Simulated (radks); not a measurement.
Effect of the nuclear size on the krypton ion Kr3+, [Ar] 3d10 4s2 4p3. Method: Dirac Kohn-Sham, BLYP, spin-unpolarised, spherical densities, finite nucleus; open shells fill j = l - 1/2 first; Fermi nuclear charge, rms radius 4.1884 fm; computed with a radial shooting solver on a logarithmic mesh with Libxc functionals. The rms radius is varied about that value; shifts are against it.

rms radius (fm)	total energy shift (eV)	density at nucleus (e/bohr^3)	1s1/2 shift (meV)	2s1/2 shift (meV)	3p1/2 shift (meV)	4s1/2 shift (meV)	5s1/2 (empty) shift (meV)
3.5266	-0.183	5.013e+04	-77.6	-7.86	0.127	-0.157	-0.035
3.8366	-0.101	4.979e+04	-42.8	-4.34	0.070	-0.087	-0.019
4.1884	0	4.944e+04	0.000	0.000	0.000	0.000	0.000
4.3308	0.0432	4.931e+04	18.3	1.85	-0.030	0.037	0.008
5.1266	0.309	4.865e+04	131	13.3	-0.214	0.265	0.059

Slopes of the eigenvalues against <r^2> in GHz/fm^2, as finite differences over the two radii next to the reference (eigenvalue slopes, not the field-shift constants of lines): 1s1/2 3660, 2s1/2 371, 3p1/2 -5.99, 4s1/2 7.41, 5s1/2 (empty) 1.64.
